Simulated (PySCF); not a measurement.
Al(Cl)(OMe)(SeH) (CH₄AlClOSe), SMILES C[O][Al]([Cl])[SeH].

The structure is a stationary point at ωB97X-D3(BJ)/def2-SVP. The values are those of a single conformer.

Computed with IEF-PCM-B3LYP/def2-SVP in PySCF.

The values are the electrostatic part of the solvation free energy, E(continuum) − E(gas) at the gas-phase geometry, in a cavity of scaled van der Waals radii (PySCF's table); cavitation and dispersion terms are not included. A continuum can't describe solvent molecules that bind to the metal. In vacuum the orbital gap is 6.39 eV. The dipole moment in vacuum is 0.82 D.

Problem. Estimate the values in water (ε = 78.36), chlorobenzene (ε = 5.70), methanol (ε = 32.61). (An estimate is asked for; the answer gives what the named calculation found.)

Solution. 
```
solvent            ε  ΔG(elec) (kcal/mol)  dipole (D)  gap (eV)
-------------  -----  -------------------  ----------  --------
water          78.36                 -5.0        1.01      6.56
chlorobenzene   5.70                 -3.7        0.96      6.51
methanol       32.61                 -4.8        1.01      6.56
```
